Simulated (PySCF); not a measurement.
HSE06 on H⁻ (hydrogen, charge -1), 1s2, closed-shell 1S. Calculation: PySCF 2.14, in dyall-acv3z; the non-relativistic Hamiltonian (point nucleus).

```
cycle= 1 E= -0.524328903564499  delta_E= -0.000721  |g|= 0.00424  |ddm|= 0.128
cycle= 2 E= -0.524306575385667  delta_E= 2.23e-05  |g|= 0.00497  |ddm|= 0.0233
cycle= 3 E= -0.52435702646772  delta_E= -5.05e-05  |g|= 0.00049  |ddm|= 0.0188
cycle= 4 E= -0.524357501792087  delta_E= -4.75e-07  |g|= 2.39e-05  |ddm|= 0.00131
cycle= 5 E= -0.524357502913929  delta_E= -1.12e-09  |g|= 4.04e-07  |ddm|= 0.000127
cycle= 6 E= -0.524357502914309  delta_E= -3.79e-13  |g|= 3.58e-08  |ddm|= 1.93e-06
converged SCF energy = -0.524357502914309  <S^2> = -1.7763568e-15  2S+1 = 1
```

Highest occupied orbital energy: 1.239 eV; ⟨L²⟩ = 0.00; populations by l: s 2.00, p 0.00, d 0.00.

(1) Can this result be used?

Results:

(1) With care. The calculation finished and met its thresholds. At HSE06 the highest occupied level has a positive energy, so only the finite basis holds that electron; in a semilocal or global hybrid functional this comes from self-interaction and does not mean that the real anion is unbound.
